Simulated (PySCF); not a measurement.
# Correlation energy of Ti²⁺ (titanium, charge +2)

[Ar] 3d2, high-spin 3F determinant. Computed with PySCF 2.14 in x2c-QZVPPall (11s7p5d3f2g, 96 functions), with scalar relativity by spin-free X2C-1e. Frozen: [Ne]; 10 electrons correlated.

| level | correlation energy (mhartree) |
| --- | --- |
| CCSD | -280.35 |
| (T) | -5.94 |
| CCSD(T) | -286.29 |

Diagnostics: T1 = 0.0042, D1 = 0.0093, largest double amplitude 0.023.

Cost of the coupled-cluster step: about 50 core-seconds, for 10 correlated electrons.

Iterations:

```
CC2 = 0
CCSD nocc = (np.int64(6), np.int64(4)), nmo = (91, 91)
frozen orbitals [[0, 1, 2, 3, 4], [0, 1, 2, 3, 4]]
max_cycle = 100
direct = 0
conv_tol = 1e-08
conv_tol_normt = 1e-06
diis_space = 8
diis_start_cycle = 0
Init t2, MP2 energy = -0.255637624979845
Init E_corr(UCCSD) = -0.255637624983199
cycle = 1  E_corr(UCCSD) = -0.27556186299037  dE = -0.019924238  norm(t1,t2) = 0.028605
cycle = 2  E_corr(UCCSD) = -0.279324473274936  dE = -0.00376261028  norm(t1,t2) = 0.00672329
cycle = 3  E_corr(UCCSD) = -0.280366011070665  dE = -0.0010415378  norm(t1,t2) = 0.00216217
cycle = 4  E_corr(UCCSD) = -0.280365907220628  dE = 1.03850037e-07  norm(t1,t2) = 0.000254188
cycle = 5  E_corr(UCCSD) = -0.280352321125801  dE = 1.35860948e-05  norm(t1,t2) = 8.15968e-05
cycle = 6  E_corr(UCCSD) = -0.280353035611098  dE = -7.14485297e-07  norm(t1,t2) = 1.17651e-05
cycle = 7  E_corr(UCCSD) = -0.280353063109498  dE = -2.74984003e-08  norm(t1,t2) = 2.36846e-06
cycle = 8  E_corr(UCCSD) = -0.280353011017672  dE = 5.20918258e-08  norm(t1,t2) = 4.30919e-07
cycle = 9  E_corr(UCCSD) = -0.280353007793513  dE = 3.22415961e-09  norm(t1,t2) = 7.17182e-08
UCCSD converged
E(UCCSD) = -852.362168819129  E_corr = -0.2803530077935128
UCCSD(T) correction = -0.00594477491363633
```

This basis was not built for core-valence correlation, so the inner-shell part is incomplete.
